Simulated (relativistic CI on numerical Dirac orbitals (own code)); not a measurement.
# Nb3+: resonant inelastic scattering at the L2,3 edge

Computed with this model: Dirac-Coulomb-Breit CI, orbitals from a KLI potential per configuration, model QED, valence Slater integrals scaled by 0.8, Kramers-Heisenberg scattering through one core-hole configuration in a parametric crystal field; configurations [Kr] 4d2 → [He] 2s2 2p5 3s2 3p6 3d10 4s2 4p6 4d3; 300 K; core-hole width 1.6 eV; summed over polarisations. Incident energies are the highest absorption maxima for each field (at most a few, so the weaker spin-orbit partner edge can be absent), on the computed scale of the free ion. Intensities are in per cent of the strongest line above 0.02 eV; levels within 1 cm⁻¹ are merged; final levels count from the ground level, the first row holds all elastic scattering, lines under 0.4 are left out and each table stops after 24 rows. The scale of the Slater integrals is a model choice and moves the terms in proportion.

Field parameters in Wybourne normalisation: Oh B⁴₀ = 21Dq, B⁴₄ = √(5/14) B⁴₀. The field is a parameter set, without covalency.

S is read from ⟨S²⟩ = S(S + 1).

Oh, 10Dq = 6000 cm⁻¹:

| Final level (eV) | Degeneracy | Irrep | S | 2374.4 eV | 2468.6 eV |
| --- | --- | --- | --- | --- | --- |
| 0.000 | 2 | E | 1.00 | 4069.7 | 424.9 |
| 0.013 | 3 | T2 | 1.00 | 21.3 | 34.8 |
| 0.121 | 3 | T1 | 1.00 | 68.8 | 10.6 |
| 0.178 | 1 | A1 | 1.00 | 19.2 | 16.5 |
| 0.687 | 3 | T2 | 0.98 | 66.6 | 52.7 |
| 0.691 | 1 | A2 | 1.00 | 19.6 | 10.5 |
| 0.752 | 3 | T1 | 1.00 | 30.7 | 11.3 |
| 0.761 | 2 | E | 1.00 | 49.0 | 20.4 |
| 1.191 | 3 | T2 | 0.10 | 100.0 | 69.8 |
| 1.217 | 2 | E | 0.06 | 52.5 | 27.1 |
| 1.477 | 3 | T2 | 0.99 | 35.3 | 9.9 |
| 1.692 | 1 | A1 | 0.99 | 19.5 | 38.2 |
| 1.737 | 3 | T1 | 1.00 | 49.5 | 22.5 |
| 1.806 | 3 | T2 | 0.97 | 50.7 | 12.4 |
| 1.814 | 2 | E | 0.98 | 46.1 | 5.7 |
| 2.050 | 3 | T2 | 0.09 | 26.5 | 25.7 |
| 2.160 | 1 | A1 | 0.02 | 18.9 | 22.4 |
| 2.248 | 3 | T1 | 0.00 | 15.1 | 18.9 |
| 2.742 | 2 | E | 0.01 | 2.0 | 2.2 |
| 4.626 | 1 | A1 | 0.01 | 2.7 | 4.7 |

Oh, 10Dq = 13500 cm⁻¹:

| Final level (eV) | Degeneracy | Irrep | S | 2374.6 eV | 2468.5 eV |
| --- | --- | --- | --- | --- | --- |
| 0.000 | 2 | E | 1.00 | 2866.8 | 463.6 |
| 0.006 | 3 | T2 | 1.00 | 16.2 | 18.3 |
| 0.105 | 3 | T1 | 1.00 | 88.0 | 12.3 |
| 0.153 | 1 | A1 | 1.00 | 28.1 | 28.4 |
| 1.148 | 3 | T2 | 0.09 | 46.1 | 82.6 |
| 1.186 | 2 | E | 0.02 | 32.2 | 22.5 |
| 1.556 | 1 | A2 | 1.00 | 31.4 | 13.8 |
| 1.589 | 3 | T2 | 0.97 | 100.0 | 29.6 |
| 1.612 | 3 | T1 | 1.00 | 45.6 | 22.0 |
| 1.616 | 2 | E | 1.00 | 51.3 | 26.2 |
| 2.391 | 1 | A1 | 0.32 | 25.0 | 58.2 |
| 2.558 | 3 | T1 | 1.00 | 51.5 | 32.1 |
| 2.560 | 1 | A1 | 0.85 | 14.7 | 4.5 |
| 2.609 | 3 | T2 | 0.97 | 86.4 | 22.2 |
| 2.621 | 2 | E | 1.00 | 67.3 | 6.1 |
| 2.850 | 3 | T2 | 0.13 | 25.4 | 15.2 |
| 3.113 | 3 | T1 | 0.00 | 15.5 | 11.6 |
| 3.285 | 3 | T2 | 0.98 | 13.6 | 2.9 |
| 4.508 | 2 | E | 0.01 | 0.5 | 0.5 |
| 6.084 | 1 | A1 | 0.00 | 0.4 | 0.9 |

Oh, 10Dq = 21000 cm⁻¹:

```
Final level (eV)  Degeneracy  Irrep     S  2375.4 eV  2468.5 eV
           0.000           2      E  1.00     2233.6      385.4
           0.003           3     T2  1.00        7.2       18.9
           0.098           3     T1  1.00       62.4       15.9
           0.142           1     A1  1.00       19.6       17.2
           1.148           3     T2  0.01       31.1       56.6
           1.166           2      E  0.01       11.7       15.2
           2.456           1     A2  1.00       38.5       11.2
           2.478           3     T2  1.00       92.9       32.4
           2.511           3     T1  1.00       39.8       35.1
           2.513           2      E  1.00       55.8       28.4
           2.522           1     A1  0.02       18.1       53.3
           3.416           1     A1  0.99       16.2       15.5
           3.439           3     T1  1.00       57.9       26.9
           3.483           3     T2  0.97      100.0       18.2
           3.494           2      E  1.00       79.5        2.8
           3.743           3     T2  0.08       31.9        8.1
           4.013           3     T1  0.00       23.7        7.5
           5.105           3     T2  1.00        6.6        0.7
```

For the first field the strongest loss at the lowest incident energy is the level at 1.19 eV (S = 0.10, against 1.00 in the thermal ground state). Levels of other spin, the first over 8 % at 1.19 eV, appear because spin-orbit coupling of the core hole, and in heavier ions of the valence shell too, mixes spins.
